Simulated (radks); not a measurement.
Results of a calculation; reference values are marked as such.
Coulomb parameter of the 5d shell of the tungsten ion W3+ in the model configuration [Xe] 4f14 5d2 6p1, as a second difference U = [E(n + 0.5) + E(n - 0.5) - 2 E(n)] / (0.5)^2 with all orbitals relaxed. "Bare": the charge of the atom changes with n. "Screened": the 6p shell takes up the change at fixed total charge, which measures U(5d,5d) + U(6p,6p) - 2 U(5d,6p). Level of theory: scalar-relativistic Kohn-Sham, r2SCAN, spin-unpolarised, spherical densities, finite nucleus; meta-GGA in the generalised Kohn-Sham scheme; Fermi nuclear charge, rms radius 5.3658 fm (a radial shooting solver on a logarithmic mesh with Libxc functionals).

| case | configuration | E - E(n) (eV) |
|---|---|---|
| start | [Xe] 4f14 5d2 6p1 | 0.000 |
| bare +0.5 | [Xe] 4f14 5d2.5 6p1 | -15.798 |
| bare -0.5 | [Xe] 4f14 5d1.5 6p1 | 18.800 |
| screened +0.5 | [Xe] 4f14 5d2.5 6p0.5 | -5.955 |
| screened -0.5 | [Xe] 4f14 5d1.5 6p1.5 | 6.333 |

U(bare) = 12.007 eV, U(screened by 6p) = 1.510 eV, against the Slater integral F0(5d,5d) = 14.532 eV with frozen orbitals.
